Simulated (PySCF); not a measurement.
## Worked example: chemical shift, span and skew from a shielding tensor

BH6NO2Si, SMILES [SiH2](N)B(O)O. Atoms are numbered in the order given.

```xyz
11

Si    -0.8563    -0.6849     0.4599
N     -1.8759     0.6356    -0.1583
B      0.9668     0.0219    -0.0902
O      2.1681    -0.4432     0.3384
O      0.8943     1.0422    -0.9899
H     -1.0585    -0.9989     1.9119
H     -1.2729    -1.8979    -0.3091
H     -2.8280     0.4021    -0.4337
H     -1.9127     1.4743     0.4207
H      2.9049     0.0277    -0.0802
H     -0.0464     1.2301    -1.1774
```
Charge 0, spin multiplicity 1.

The structure is a stationary point at B3LYP-D3(BJ)/def2-SVP. This is a generated structure with no PubChem entry under its InChIKey; it may be hypothetical. Other conformers were not sampled.

GIAO shieldings from PBE0/pcSseg-1 run with PySCF, non-relativistic, no solvent. The symmetric part of the tensor of N2 has the principal values 231.0, 261.3, 294.2 ppm. The same nucleus in NH3 has σ = 267.4 ppm at this level (PySCF, at its B3LYP-D3(BJ)/def2-TZVP geometry).

**Question.** Work out the isotropic shielding, the ¹⁵N shift against NH3, the span and the skew.

**Answer.** 
σ(iso) = (σ11 + σ22 + σ33)/3 = 262.2 ppm. δ = σ(ref) − σ(iso) = 267.4 − (262.2) = 5.2 ppm.
Span Ω = σ33 − σ11 = 63.2 ppm. Skew κ = 3(σ(iso) − σ22)/Ω = 0.04. Tumbling in solution averages the tensor to δ; in a static solid the shielding alone would spread this spin-1/2 line over Ω.
